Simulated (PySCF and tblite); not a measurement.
Values are calculated unless marked as measured or tabulated.
System: C6H10OSi, numbered as in [CH3:1][O:2][C:3]1=[CH:4][C@@H:5]([SiH3:6])[CH:7]=[CH:8]1.

Motion: shift of H on C5 from C5 to C7. GFN2-xTB gives an electronic barrier of 29.4 kcal/mol and a reaction energy of 2.6 kcal/mol.

Tunnelling of the moving H, left out here, will speed the real process.

PBE0/pcSseg-1 + D3(BJ) on B3LYP-D3(BJ)/def2-SVP geometries gives 28.9 kcal/mol and k(298 K) = 4.8×10⁻⁷ s⁻¹.

Q: What does PBE0/def2-SVP + D3(BJ) give on B3LYP-D3(BJ)/def2-SVP geometries?

A: A barrier of 27.9 kcal/mol, 1.1 below the first DFT barrier (from unrounded values), a reaction energy of 4.6 kcal/mol and, with GFN2-xTB thermal terms, ΔG‡(298 K) = 25.0 kcal/mol and k = 2.9×10⁻⁶ s⁻¹ (1 equivalent path).

Programs: tblite and PySCF.
